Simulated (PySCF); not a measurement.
# Excited states of Ar⁶⁺ (argon, charge +6)

Ground state [Ne] 3s2, ¹S. Calculation: PySCF 2.14, in an even-tempered Gaussian basis (21 s from 0.04 bohr⁻², ratio 2.5; 14 p from 0.0528 bohr⁻², ratio 2.5; 8 d from 0.0813 bohr⁻², ratio 2.7; 5 f from 2.3 bohr⁻², ratio 2.7); scalar relativity by spin-free X2C-1e. Vertical excitation energies in eV without spin-orbit coupling; excited terms of each kind are numbered among those the solver found. Frozen: 1s2.

```csv
term,leading excitation,EOM-EE-CCSD
1 3P°,3s → p,14.215
1 1P°,3s → p,21.287
1 3D,3s → d,40.360
1 1D,3s → d,46.795
1 3S,3s → s,63.734
1 1S,3s → s,65.156
2 3P°,3s → p,70.492
2 1P°,3s → p,70.773
2 3D,3s → d,78.864
2 1D,3s → d,78.979
```

Doubly excited terms such as np² are absent. The solver can miss terms. The 23 highest virtual orbitals were dropped.
